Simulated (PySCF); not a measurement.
H$_{3}$O$_{2}$ (SMILES O[OH2+]), charge +1, singlet, geometry from GFN2-xTB. Base run: PySCF with MP2/6-31G*.

PySCF was given this input:
```python
from pyscf import gto, scf, mp

mol = gto.Mole()
mol.atom = '''
    O     0.62375745   -0.28460684    0.32145270
    O    -0.53954200    0.25003518   -0.28746688
    H     1.36664424   -0.20582617   -0.31616238
    H    -0.83825254    0.98283555    0.32573956
    H    -1.20211531   -0.50043606   -0.28146374
'''
mol.basis = '6-31g*'
mol.charge = 1
mol.verbose = 5
mol.build()

mf = scf.RHF(mol)
mf.kernel()

pt = mp.MP2(mf, frozen=2)
pt.kernel()
print('E(MP2) = %.10f' % pt.e_tot)
mf.analyze()
```

Each row names what was changed in the base input (with any setting that the change needs).

| change | basis functions | E (Eh) | MP2 correlation (Eh) | SCF-reference HOMO (eV) | SCF-reference HOMO-LUMO gap (eV) |
|---|---|---|---|---|---|
| base | 34 | -151.38471 | -0.35887 | -22.76 | 19.91 |
| basis = STO-3G | 13 | -149.19805 | -0.08912 | -20.89 | 22.45 |
| basis = 3-21G | 24 | -150.46362 | -0.24378 | -22.70 | 20.23 |
| basis = 6-31G | 24 | -151.22108 | -0.25128 | -23.06 | 19.85 |
| basis = 6-31+G* | 42 | -151.39087 | -0.36223 | -22.78 | 19.33 |
| basis = pcseg-1 | 43 | -151.37745 | -0.38616 | -22.93 | 19.40 |
| basis = pc-1 | 43 | -151.37852 | -0.38614 | -22.94 | 19.44 |
| basis = cc-pVDZ | 43 | ? | ? | ? | ? |
| basis = def2-SVPD | 70 | -151.32853 | -0.39750 | -22.83 | 18.94 |
| basis = def2-TZVP | ? | ? | ? | -22.70 | ? |
| basis = pcseg-2 | 102 | -151.58403 | -0.47707 | -22.70 | 18.78 |
| basis = cc-pVTZ | 102 | ? | ? | ? | ? |
| basis = def2-TZVPD | ? | ? | ? | -22.70 | ? |

What belongs in the gaps?


- basis = cc-pVDZ, E (Eh): -151.44036
- basis = cc-pVDZ, MP2 correlation (Eh): -0.38475
- basis = cc-pVDZ, SCF-reference HOMO (eV): -22.71
- basis = cc-pVDZ, SCF-reference HOMO-LUMO gap (eV): 19.55
- basis = def2-TZVP, basis functions: 80
- basis = def2-TZVP, E (Eh): -151.58851
- basis = def2-TZVP, MP2 correlation (Eh): -0.47738
- basis = def2-TZVP, SCF-reference HOMO-LUMO gap (eV): 19.07
- basis = cc-pVTZ, E (Eh): -151.59632
- basis = cc-pVTZ, MP2 correlation (Eh): -0.48840
- basis = cc-pVTZ, SCF-reference HOMO (eV): -22.69
- basis = cc-pVTZ, SCF-reference HOMO-LUMO gap (eV): 19.17
- basis = def2-TZVPD, basis functions: 107
- basis = def2-TZVPD, E (Eh): -151.59281
- basis = def2-TZVPD, MP2 correlation (Eh): -0.48060
- basis = def2-TZVPD, SCF-reference HOMO-LUMO gap (eV): 18.64

Totals compare only among sets that treat the same electrons; sets with core potentials leave the core out.
